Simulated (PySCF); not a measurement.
Br2Sn, triplet, at a GFN2-xTB geometry (such geometries of metal compounds can be far from the true shape) (the spin is typed, not shown lowest) (all electrons, no relativity), with bond 3-1 at 1.8 times its length; PBE0/STO-3G (PySCF).

PySCF was given this input:
```python
from pyscf import gto, scf, dft

mol = gto.Mole()
mol.atom = '''
    Sn   -0.025257    0.003540    1.259448
    Br    0.858150    1.385748   -0.886661
    Br   -1.459519   -2.506282   -2.650149
'''
mol.basis = 'sto-3g'
mol.charge = 0
mol.spin = 2
mol.verbose = 4
mol.build()

mf = dft.UKS(mol)
mf.xc = 'pbe0'
mf.kernel()
mo_i, mo_e, stable_i, stable_e = mf.stability(internal=True, external=False, return_status=True, nroots=6, tol=1e-6)
print('internally stable:', stable_i, ' externally stable:', stable_e)
if not stable_i:
    umf = mf.copy()
    umf.scf_summary = {}
    umf.kernel(umf.make_rdm1(mo_i, mf.mo_occ))
mf.analyze()
```

Output, abridged:

```
PySCF version 2.14.0

[INPUT] verbose = 4
[INPUT] num. atoms = 3
[INPUT] num. electrons = 120
[INPUT] charge = 0
[INPUT] spin (= nelec alpha-beta = 2S) = 2
[INPUT] symmetry False subgroup None
[INPUT] Mole.unit = angstrom
[INPUT] Symbol           X                Y                Z      unit          X                Y                Z       unit  Magmom
[...]
nuclear repulsion = 666.643519356816
number of shells = 27
number of NR pGTOs = 189
number of NR cGTOs = 63
basis = sto-3g
ecp = {}

******** <class 'pyscf.dft.uks.UKS'> ********
method = UKS
initial guess = minao
damping factor = 0
level_shift factor = 0
DIIS = <class 'pyscf.scf.diis.CDIIS'>
diis_start_cycle = 1
diis_space = 8
diis_damp = 0
SCF conv_tol = 1e-09
SCF conv_tol_grad = None
SCF max_cycles = 50
direct_scf = True
direct_scf_tol = 1e-13
number electrons alpha = 61  beta = 59
XC library pyscf.dft.libxc version 7.1.2
    S. Lehtola, C. Steigemann, M. J. T. Oliveira, and M. A. L. Marques,  SoftwareX 7, 1–5 (2018)
XC functionals = pbe0
    C. Adamo and V. Barone,  J. Chem. Phys. 110, 6158 (1999)
    M. Ernzerhof and G. E. Scuseria,  J. Chem. Phys. 110, 5029 (1999)
radial grids:
    Treutler-Ahlrichs [JCP 102, 346 (1995); DOI:10.1063/1.469408] (M4) radial grids

becke partition: Becke, JCP 88, 2547 (1988); DOI:10.1063/1.454033
pruning grids: <function nwchem_prune>
grids dens level: 3
symmetrized grids: False
atomic radii adjust function: <function treutler_atomic_radii_adjust>
small_rho_cutoff = 0
Set gradient conv threshold to 3.16228e-05
tot grids = 62808
init E= -11032.7001151128

cycle= 1 E= -11056.4840406407  delta_E= -23.8  |g|= 0.208  |ddm|= 1.81

cycle= 2 E= -11055.9497574419  delta_E= 0.534  |g|= 0.542  |ddm|= 2.09
cycle= 3 E= -11056.5274547626  delta_E= -0.578  |g|= 0.0374  |ddm|=  1.9

cycle= 4 E= -11056.5299208169  delta_E= -0.00247  |g|= 0.00423  |ddm|= 0.114

cycle= 5 E= -11056.5299554499  delta_E= -3.46e-05  |g|= 0.000573  |ddm|= 0.0169

cycle= 6 E= -11056.5299565882  delta_E= -1.14e-06  |g|= 0.000191  |ddm|= 0.00314

cycle= 7 E= -11056.5299568021  delta_E= -2.14e-07  |g|= 3.78e-05  |ddm|= 0.00189

cycle= 8 E= -11056.5299568102  delta_E= -8.15e-09  |g|= 5.5e-06  |ddm|= 0.000409

cycle= 9 E= -11056.5299568104  delta_E= -2.02e-10  |g|= 1.45e-06  |ddm|= 5.78e-05

Extra cycle  E= -11056.5299568105  delta_E= -5.28e-11  |g|= 1.33e-06  |ddm|= 2.47e-05
converged SCF energy = -11056.5299568105  <S^2> = 2.0024245  2S+1 = 3.0016159
[...]
<class 'pyscf.dft.uks.UKS'> wavefunction has an internal instability
internally stable: False  externally stable: None
converged SCF energy = -11056.5307085834  <S^2> = 2.0023649  2S+1 = 3.0015762
Total Energy =                      -11056.529956810496515
[...]
spin_pop of  0 Sn 4px       0.00017
spin_pop of  0 Sn 4py       0.00050
spin_pop of  0 Sn 4pz       0.00039
spin_pop of  0 Sn 5px       0.17038
spin_pop of  0 Sn 5py       0.46282
spin_pop of  0 Sn 5pz       0.36463
spin_pop of  0 Sn 3dxy     -0.00000
spin_pop of  0 Sn 3dyz     -0.00000
spin_pop of  0 Sn 3dz^2    -0.00000
spin_pop of  0 Sn 3dxz     -0.00000
spin_pop of  0 Sn 3dx2-y2   -0.00000
spin_pop of  0 Sn 4dxy     -0.00000
spin_pop of  0 Sn 4dyz     -0.00010
spin_pop of  0 Sn 4dz^2    -0.00002
spin_pop of  0 Sn 4dxz     -0.00004
spin_pop of  0 Sn 4dx2-y2   -0.00000
spin_pop of  1 Br 1s        0.00000
spin_pop of  1 Br 2s        0.00000
spin_pop of  1 Br 3s        0.00000
spin_pop of  1 Br 4s        0.00062
spin_pop of  1 Br 2px      -0.00000
spin_pop of  1 Br 2py       0.00000
spin_pop of  1 Br 2pz      -0.00000
spin_pop of  1 Br 3px      -0.00001
spin_pop of  1 Br 3py       0.00001
spin_pop of  1 Br 3pz       0.00000
spin_pop of  1 Br 4px      -0.00959
spin_pop of  1 Br 4py       0.00576
spin_pop of  1 Br 4pz      -0.00225
spin_pop of  1 Br 3dxy      0.00000
spin_pop of  1 Br 3dyz      0.00000
spin_pop of  1 Br 3dz^2     0.00001
spin_pop of  1 Br 3dxz      0.00000
spin_pop of  1 Br 3dx2-y2    0.00000
spin_pop of  2 Br 1s        0.00000
spin_pop of  2 Br 2s        0.00000
spin_pop of  2 Br 3s        0.00000
spin_pop of  2 Br 4s        0.00001
spin_pop of  2 Br 2px       0.00000
spin_pop of  2 Br 2py       0.00000
spin_pop of  2 Br 2pz       0.00000
spin_pop of  2 Br 3px       0.00062
spin_pop of  2 Br 3py       0.00023
spin_pop of  2 Br 3pz       0.00000
spin_pop of  2 Br 4px       0.73001
spin_pop of  2 Br 4py       0.26876
spin_pop of  2 Br 4pz       0.00051
spin_pop of  2 Br 3dxy      0.00000
spin_pop of  2 Br 3dyz      0.00000
spin_pop of  2 Br 3dz^2     0.00000
spin_pop of  2 Br 3dxz      0.00000
spin_pop of  2 Br 3dx2-y2    0.00000
 ** Mulliken Spin Density (per atom)  **
spin density of  0 Sn =      1.00529
spin density of  1 Br =     -0.00544
spin density of  2 Br =      1.00015
 ** Mulliken pop alpha/beta on meta-lowdin orthogonal AOs **
 ** Mulliken pop       alpha | beta **
In total            61.00000 | 59.00000
 ** Mulliken atomic charges   ( Nelec_alpha | Nelec_beta ) **
charge of  0Sn =      0.26308  (    25.37110     24.36581 )
charge of  1Br =     -0.26325  (    17.62891     17.63435 )
charge of  2Br =      0.00017  (    17.99999     16.99984 )
Dipole moment(X, Y, Z, Debye): -0.90271, -1.41329,  2.16540
```
